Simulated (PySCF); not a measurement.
Cartesian coordinates (Å):
SMILES: N[SiH](N)[SiH3]
```xyz
12

N     -0.9791     1.4501     0.5769
Si    -0.5141    -0.1903     0.3395
N     -1.0850    -1.0943    -1.0097
Si     1.8231    -0.1938     0.1891
H     -1.8893     1.6870     0.9380
H     -0.6142     2.1898    -0.0007
H     -1.0442    -0.9095     1.5284
H     -2.0207    -1.4672    -1.0292
H     -0.7435    -0.9223    -1.9413
H      2.2486     0.5511    -1.0342
H      2.3666    -1.5752     0.0826
H      2.4520     0.4747     1.3606
```
Charge 0, spin multiplicity 1.

Task: What is the computed LUMO, S1 oscillator strength and dipole moment (PBE0-D4/def2-TZVP in PySCF 2.14.0)?

Result: 
| Quantity | Result |
|---|---|
| LUMO | 0.13 eV |
| S1 oscillator strength | 0.027 |
| dipole moment | 2.48 D |
